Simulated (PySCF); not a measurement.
F₆S, SMILES FS(F)(F)(F)(F)F (B3LYP/def2-SVP optimised geometry):

```
7

F      0.000     0.849     1.348
S      0.000     0.000     0.000
F     -1.593     0.000     0.000
F      0.000    -1.348     0.849
F      1.593     0.000     0.000
F      0.000     1.348    -0.849
F      0.000    -0.849    -1.348
```

Method: B3LYP/def2-TZVP in PySCF.

Problem. What are the frontier orbital energies and the dipole moment?

Solution. HOMO-2 -12.12 eV, HOMO-1 -12.12 eV, HOMO -12.12 eV, LUMO -2.49 eV, LUMO+1 2.39 eV; dipole moment 0.00 D.

On the same geometry PBE/def2-TZVP in PySCF gives HOMO-2 -10.12 eV, HOMO-1 -10.12 eV, HOMO -10.12 eV, LUMO -3.29 eV, LUMO+1 1.38 eV; dipole moment 0.00 D.

Meta-Löwdin charges at B3LYP/def2-TZVP: F1 -0.40, S2 2.41, F3 -0.40, F4 -0.40, F5 -0.40, F6 -0.40, F7 -0.40.
